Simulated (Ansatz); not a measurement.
Two shapes of singlet ScF3.

Shape 1:

```xyz
4

Sc    0.0000    0.0000    0.0000
F     1.9679    0.0000    0.0000
F    -0.9839    1.7043    0.0000
F    -0.9839   -1.7043    0.0000
```

Shape 2:

```xyz
4

Sc    0.0000    0.0000    0.0000
F     1.6764    0.0000    0.0000
F    -0.8382    1.4518    0.0000
F    -0.8382   -1.4518    0.0000
```

Basis set: cc-pVTZ (spherical functions). Frozen core: 8 orbitals. Charge 0, multiplicity 1.

Computed with Ansatz (development build ahead of 0.2.0); each method stands on the lowest determinant of its kind that the runs found.

Q: Which shape is lower in energy, and by how much in each method?

A:

| method | E(2) − E(1) (eV) |
| --- | --- |
| RHF | 1.231 |
| RHF-MP2 | 1.036 |

Shape 1 is lower. Caution: no unrestricted run beside it, a lower state can exist.
